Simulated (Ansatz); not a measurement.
Steps of a relaxation of C$_{6}$H$_{10}$O$_{2}$, SMILES `CCC(=O)CC(C)=O` with RKS PBE-D4/def2-SVP.

```sh
$ ansatz run in.yaml --threads 2 --pin off --events-out ev --progress --plain --max-ram 32768MiB --backend cpu
```

```yaml
crystal:
  periodic: [false, false, false]
  atoms:
    - {symbol: C, position_ang: [-2.241400, 1.740300, 0.239300]}
    - {symbol: C, position_ang: [-1.305100, 0.890800, 0.956500]}
    - {symbol: C, position_ang: [-0.324700, 0.249300, 0.008900]}
    - {symbol: O, position_ang: [-0.245500, 0.436200, -1.197500]}
    - {symbol: C, position_ang: [0.712300, -0.678600, 0.654900]}
    - {symbol: C, position_ang: [1.963200, -0.890100, -0.130700]}
    - {symbol: C, position_ang: [1.872200, -1.638700, -1.435100]}
    - {symbol: O, position_ang: [3.096200, -0.499700, 0.277900]}
    - {symbol: H, position_ang: [-1.770300, 2.612200, -0.256900]}
    - {symbol: H, position_ang: [-2.992800, 2.233000, 0.958800]}
    - {symbol: H, position_ang: [-2.872100, 1.215700, -0.490900]}
    - {symbol: H, position_ang: [-1.822900, 0.104600, 1.495100]}
    - {symbol: H, position_ang: [-0.801700, 1.513700, 1.680500]}
    - {symbol: H, position_ang: [0.206600, -1.622700, 0.894400]}
    - {symbol: H, position_ang: [1.007900, -0.250200, 1.636400]}
    - {symbol: H, position_ang: [1.063800, -2.361300, -1.357600]}
    - {symbol: H, position_ang: [1.639400, -0.908300, -2.245200]}
    - {symbol: H, position_ang: [2.777400, -2.134900, -1.636900]}
basis:
  gaussian: {orbitals: def2-SVP}
hamiltonian: {xc: pbe, dispersion: d4}
relax: {f_tol: 0.03, max_steps: 200}
```

Positions (Å) and forces (eV/Å) along the path, 9 of 33 steps:

```xyz
18
step=1 energy=-10458.6640 eV
C    -2.241    1.740    0.239   -2.794    2.387    0.058
C    -1.305    0.891    0.957    0.515   -0.519   -0.799
C    -0.325    0.249    0.009    1.596   -0.643   -0.337
O    -0.245    0.436   -1.198   -0.863    0.476    0.206
C     0.712   -0.679    0.655   -0.164    0.814    1.093
C     1.963   -0.890   -0.131    3.507    0.370    0.161
C     1.872   -1.639   -1.435   -1.493    1.269    0.424
O     3.096   -0.500    0.278   -2.797   -0.627   -0.532
H    -1.770    2.612   -0.257    0.174   -0.220   -0.206
H    -2.993    2.233    0.959    0.699   -0.554   -0.561
H    -2.872    1.216   -0.491    0.028   -0.197   -0.365
H    -1.823    0.105    1.495   -0.259   -0.722    0.610
H    -0.802    1.514    1.681    0.899    0.191    0.856
H     0.207   -1.623    0.894   -0.170   -0.550   -0.054
H     1.008   -0.250    1.636   -0.004   -0.006    0.026
H     1.064   -2.361   -1.358   -0.620   -0.453   -0.307
H     1.639   -0.908   -2.245   -0.082   -0.211    0.132
H     2.777   -2.135   -1.637    1.827   -0.806   -0.406
18
step=10 energy=-10459.1732 eV rejected
C    -2.264    1.860    0.243   -0.066    0.046   -0.042
C    -1.203    1.009    0.928    0.001   -0.109    0.023
C    -0.414    0.119   -0.025    0.210    0.271   -0.106
O    -0.525    0.208   -1.241   -0.107   -0.074    0.189
C     0.566   -0.856    0.645   -0.074   -0.186    0.076
C     1.944   -0.954   -0.029    0.146    0.301   -0.024
C     1.974   -1.546   -1.418   -0.013   -0.212   -0.074
O     2.934   -0.516    0.539   -0.189   -0.152   -0.072
H    -1.807    2.516   -0.527   -0.039   -0.048    0.055
H    -2.801    2.497    0.977    0.051   -0.052   -0.069
H    -3.011    1.222   -0.277    0.062    0.063    0.045
H    -1.637    0.357    1.724    0.034    0.053   -0.050
H    -0.453    1.639    1.467   -0.050   -0.080   -0.061
H     0.066   -1.852    0.611    0.044    0.031   -0.007
H     0.723   -0.587    1.708   -0.015   -0.012   -0.039
H     1.640   -2.615   -1.384    0.090    0.282   -0.027
H     1.227   -1.003   -2.047    0.162   -0.111    0.101
H     3.002   -1.483   -1.840   -0.247   -0.010    0.081
18
step=13 energy=-10459.1844 eV rejected
C    -2.228    1.887    0.242   -0.006    0.001   -0.012
C    -1.181    1.015    0.923    0.094    0.014   -0.020
C    -0.454    0.067   -0.023   -0.190   -0.103   -0.227
O    -0.662    0.061   -1.231    0.084    0.063    0.341
C     0.527   -0.911    0.642    0.083   -0.119   -0.014
C     1.921   -0.924   -0.014    0.035    0.363   -0.087
C     1.990   -1.510   -1.405    0.047   -0.183   -0.019
O     2.879   -0.423    0.554   -0.142   -0.152   -0.006
H    -1.768    2.502   -0.558   -0.032   -0.016    0.026
H    -2.718    2.565    0.971    0.033   -0.036   -0.045
H    -3.011    1.264   -0.237    0.034    0.040    0.018
H    -1.617    0.402    1.747    0.033    0.013   -0.047
H    -0.392    1.625    1.425   -0.043   -0.034   -0.020
H     0.072   -1.922    0.535    0.002    0.074    0.025
H     0.652   -0.681    1.717    0.005   -0.016   -0.012
H     1.746   -2.598   -1.363    0.038    0.154   -0.040
H     1.203   -1.038   -2.037    0.067   -0.047    0.077
H     3.003   -1.368   -1.835   -0.144   -0.018    0.064
18
step=16 energy=-10459.1951 eV
C    -2.197    1.905    0.240   -0.008    0.005   -0.003
C    -1.172    1.008    0.921    0.035   -0.027   -0.035
C    -0.500    0.015   -0.016   -0.064    0.014   -0.136
O    -0.734   -0.015   -1.218    0.030    0.018    0.216
C     0.502   -0.949    0.638    0.041   -0.037   -0.026
C     1.895   -0.883   -0.019    0.066    0.070    0.064
C     1.998   -1.487   -1.399   -0.008   -0.042   -0.026
O     2.828   -0.348    0.559   -0.141   -0.067   -0.063
H    -1.729    2.495   -0.573   -0.013   -0.012    0.013
H    -2.656    2.608    0.964    0.020   -0.022   -0.025
H    -3.005    1.303   -0.222    0.021    0.022    0.009
H    -1.618    0.426    1.761    0.019    0.014   -0.020
H    -0.353    1.596    1.400   -0.020   -0.025   -0.014
H     0.085   -1.972    0.507    0.015    0.039    0.005
H     0.618   -0.735    1.717    0.001   -0.007   -0.010
H     1.819   -2.585   -1.341    0.023    0.100   -0.004
H     1.183   -1.074   -2.035    0.062   -0.032    0.033
H     2.999   -1.292   -1.831   -0.080   -0.011    0.022
18
step=17 energy=-10459.1964 eV
C    -2.165    1.922    0.235   -0.022    0.013   -0.009
C    -1.159    1.003    0.917    0.042   -0.086   -0.052
C    -0.542   -0.039   -0.010   -0.024    0.116   -0.204
O    -0.808   -0.099   -1.205    0.027    0.018    0.338
C     0.473   -0.992    0.638    0.061   -0.088   -0.033
C     1.870   -0.864   -0.010    0.110    0.198    0.102
C     2.004   -1.458   -1.393    0.004   -0.109   -0.052
O     2.773   -0.278    0.569   -0.258   -0.170   -0.119
H    -1.691    2.477   -0.600   -0.030   -0.025    0.033
H    -2.585    2.657    0.952    0.036   -0.053   -0.051
H    -3.003    1.337   -0.198    0.047    0.043    0.019
H    -1.610    0.457    1.779    0.035    0.029   -0.039
H    -0.308    1.571    1.366   -0.047   -0.054   -0.032
H     0.089   -2.025    0.479    0.028    0.066    0.010
H     0.576   -0.794    1.722    0.001   -0.010   -0.017
H     1.905   -2.569   -1.333    0.025    0.207   -0.015
H     1.155   -1.102   -2.022    0.130   -0.053    0.068
H     2.988   -1.192   -1.833   -0.166   -0.041    0.054
18
step=21 energy=-10459.2067 eV rejected
C    -2.046    1.952    0.212   -0.093    0.089   -0.061
C    -1.090    0.982    0.894    0.129   -0.054    0.049
C    -0.660   -0.187    0.017   -0.214   -0.002   -0.187
O    -1.064   -0.347   -1.130    0.119    0.092    0.360
C     0.378   -1.135    0.632    0.130   -0.041   -0.031
C     1.755   -0.785    0.022    0.172    0.235    0.187
C     2.005   -1.347   -1.359    0.100   -0.169   -0.124
O     2.539   -0.053    0.615   -0.341   -0.301   -0.226
H    -1.582    2.382   -0.703   -0.083   -0.039    0.108
H    -2.326    2.788    0.892    0.053   -0.149   -0.122
H    -2.976    1.431   -0.108    0.131    0.088    0.037
H    -1.526    0.560    1.833    0.073    0.024   -0.121
H    -0.147    1.484    1.231   -0.125   -0.087   -0.039
H     0.092   -2.177    0.369    0.034    0.132    0.011
H     0.445   -1.009    1.729   -0.006   -0.008   -0.039
H     2.156   -2.457   -1.289   -0.050    0.350   -0.023
H     1.098   -1.190   -1.994    0.208   -0.033    0.122
H     2.910   -0.879   -1.810   -0.240   -0.126    0.098
18
step=25 energy=-10459.2144 eV rejected
C    -2.019    1.960    0.213   -0.032    0.013   -0.024
C    -1.072    0.977    0.890    0.017   -0.045    0.012
C    -0.696   -0.216    0.025   -0.053   -0.008   -0.263
O    -1.132   -0.396   -1.107    0.085    0.102    0.369
C     0.360   -1.160    0.620    0.100   -0.022   -0.028
C     1.723   -0.755    0.019    0.233    0.374    0.192
C     2.014   -1.338   -1.346    0.060   -0.099   -0.008
O     2.461    0.038    0.595   -0.412   -0.425   -0.259
H    -1.561    2.382   -0.705   -0.033   -0.014    0.043
H    -2.280    2.799    0.892    0.028   -0.064   -0.053
H    -2.957    1.453   -0.095    0.062    0.048    0.015
H    -1.503    0.575    1.838    0.048    0.019   -0.062
H    -0.111    1.455    1.206   -0.084   -0.066   -0.037
H     0.099   -2.197    0.322    0.016    0.085    0.043
H     0.419   -1.059    1.721   -0.001   -0.014   -0.028
H     2.191   -2.437   -1.252   -0.030    0.189   -0.025
H     1.116   -1.217   -1.997    0.126   -0.008    0.074
H     2.909   -0.855   -1.789   -0.130   -0.064    0.038
18
step=27 energy=-10459.2175 eV
C    -2.056    1.950    0.220    0.001    0.003    0.001
C    -1.093    0.984    0.897    0.012    0.005   -0.002
C    -0.657   -0.170    0.016   -0.030   -0.016   -0.012
O    -1.058   -0.321   -1.129    0.010    0.001    0.013
C     0.387   -1.118    0.623   -0.007   -0.007   -0.001
C     1.757   -0.777    0.009    0.033   -0.006    0.023
C     2.014   -1.369   -1.357   -0.007    0.000   -0.006
O     2.537   -0.042    0.591   -0.024    0.007   -0.013
H    -1.596    2.406   -0.679    0.002   -0.001    0.000
H    -2.356    2.764    0.909    0.005    0.001   -0.001
H    -2.970    1.424   -0.119    0.001    0.001    0.001
H    -1.525    0.547    1.826    0.002    0.001   -0.001
H    -0.159    1.485    1.242    0.001    0.002    0.001
H     0.095   -2.154    0.359    0.001    0.001   -0.001
H     0.458   -0.995    1.719   -0.002   -0.002   -0.003
H     2.121   -2.471   -1.270    0.002    0.005    0.002
H     1.131   -1.191   -2.006    0.004    0.000   -0.002
H     2.933   -0.941   -1.798   -0.003    0.006    0.000
18
step=33 energy=-10459.2241 eV
C    -1.982    1.968    0.216   -0.003    0.004    0.001
C    -1.053    0.964    0.886    0.013    0.003   -0.002
C    -0.743   -0.252    0.036   -0.008    0.003    0.002
O    -1.241   -0.450   -1.062   -0.001   -0.006   -0.001
C     0.333   -1.193    0.600   -0.004   -0.004   -0.002
C     1.672   -0.719    0.009    0.007   -0.005    0.014
C     2.035   -1.321   -1.328   -0.004    0.000   -0.010
O     2.334    0.138    0.571    0.003    0.007   -0.003
H    -1.535    2.357   -0.720    0.000   -0.001   -0.001
H    -2.192    2.826    0.883    0.001    0.000   -0.001
H    -2.945    1.494   -0.059    0.001    0.000    0.001
H    -1.467    0.595    1.852   -0.004   -0.003   -0.001
H    -0.070    1.409    1.164   -0.003    0.001    0.003
H     0.096   -2.224    0.278    0.000    0.001   -0.004
H     0.393   -1.119    1.701    0.000    0.000    0.001
H     2.259   -2.402   -1.207   -0.001    0.001    0.002
H     1.159   -1.256   -2.007    0.003   -0.001   -0.001
H     2.911   -0.804   -1.760    0.000    0.000    0.000
```

Run time 100 s (2 threads of an AMD EPYC 7R13 on a shared host); peak host memory 0.24 GiB.
